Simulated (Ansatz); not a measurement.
AsH$_{7}$SSi$_{2}$, SMILES `[SiH3][SiH2][AsH]S` at its PBE0-D4/def2-TZVP geometry, where that method's forces vanish. Charge 0, multiplicity 1.

```xyz
11

Si   -1.5334   -0.7635    0.6177
Si    0.3098   -0.8731   -0.8134
As    2.0183    0.6677   -0.2274
S     0.6335    2.4336   -0.0532
H    -2.0677    0.6216    0.6667
H    -2.6125   -1.6836    0.1664
H    -1.0968   -1.1647    1.9820
H    -0.0618   -0.5735   -2.2218
H     0.9210   -2.2320   -0.7600
H     1.9826    0.2768    1.2477
H     1.5071    3.2907   -0.6046
```

(1) What forces (eV/Å) does ωB97M-V/def2-TZVPP give on these atoms in the Gaussian-basis code of Ansatz? (Best estimate.)

## Answers

(1) Computed: 
```
Si1 -0.083  0.010  0.067
Si2  0.028 -0.051 -0.082
As3 -0.028 -0.103  0.094
S4   0.041  0.068 -0.043
H5   0.061 -0.153 -0.005
H6   0.131  0.104  0.046
H7  -0.044  0.045 -0.151
H8   0.036 -0.032  0.150
H9  -0.070  0.146 -0.006
H10 -0.006  0.033 -0.114
H11 -0.068 -0.067  0.044
```
